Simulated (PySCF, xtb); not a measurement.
OV, SMILES [O]=[V] (connectivity only; charge and spin as stated), neutral, multiplicity 4.

Harmonic wavenumbers (cm⁻¹) from GFN2-xTB (xtb) at its own minimum, in rising order: 988.

Problem. What does B3LYP-D3(BJ)/def2-TZVPD (PySCF 2.14.0) give at its own minimum? (The exact figures need the calculation; the answer reports its results.)

Solution. 1045. Paired by order, the mean absolute difference is 57 cm⁻¹ and the zero-point energies are 1.4 and 1.5 kcal/mol.
